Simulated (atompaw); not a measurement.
Before and after: PAW (atompaw) potential for Ta (Z = 73)

| Quantity | Value |
| --- | --- |
| Element | Ta (Z = 73) |
| Generator | atompaw 4.2.0.5 |
| Type | PAW |
| Functional | PBEsol |
| Relativity | scalar-relativistic |
| Frozen core | [Xe] 4f14 |
| Valence charge | 5 |
| Reference configuration | 5d3 6s0 6p0 (charge +2) |
| Partial waves | 6s (bound, empty): rc 3.00 bohr; 6s channel at 0.75 Ry: rc 3.00 bohr; 6p (bound, empty): rc 3.00 bohr; 6p channel at 0.6 Ry: rc 3.00 bohr; 5d (bound): rc 3.00 bohr; 5d channel at -1 Ry: rc 3.00 bohr |
| Local potential | bessel scheme, radius 2.70 bohr |
| Core correction | smooth core density matched at 2.60 bohr |
| Augmentation charge | besselshape compensation charge, radius 2.65 bohr; PAW radius 3.00 bohr; waves and projectors: custom polynom vanderbiltortho |

All-electron outer shells of the reference configuration (PBEsol, scalar-relativistic, ld1.x):

```json
{"shell": "4f", "level (eV)": "-40.30", "outermost node (bohr)": "–", "outermost maximum (bohr)": "0.44"}
{"shell": "6s", "level (eV)": "-18.37", "outermost node (bohr)": "1.31", "outermost maximum (bohr)": "2.55"}
{"shell": "5d", "level (eV)": "-18.32", "outermost node (bohr)": "0.65", "outermost maximum (bohr)": "1.54"}
{"shell": "6p", "level (eV)": "-12.40", "outermost node (bohr)": "1.56", "outermost maximum (bohr)": "3.23"}
```

Change: all radii scaled by about 1.07 (s 3.22, p 3.22, d 3.22 bohr); local potential bessel scheme, radius 2.88 bohr; augmentation besselshape compensation charge, radius 2.84 bohr; PAW radius 3.22 bohr; waves and projectors: custom polynom vanderbiltortho; core correction smooth core density matched at 2.78 bohr.

Cutoffs: the cutoffs (Ry, on a coarse ladder) from which the occupation-weighted sum of valence levels, in a spherical-Bessel basis at the reference potential, stays within 10 and 1 mRy of its value at 400 Ry; they do not see the model core or the augmentation charge, which bear on the density cutoff.

Q: What does the change do?

A: The potential gets softer (10 Ry and 18 Ry → 8 Ry and 15 Ry); neither file shows a bound ghost. A larger radius leaves more room for a smooth pseudo-wave, so fewer plane waves are needed.

```tsv
quantity	base	changed
cutoff, loose	10 Ry	8 Ry
cutoff, tight	18 Ry	15 Ry
bound ghosts	none	none
lowest overlap eigenvalue by channel	s 0.11, p 0.34, d 0.95	s 0.11, p 0.31, d 0.95
```

 The cutoffs see the waves, projectors and local potential, not the compensation charge or the core.
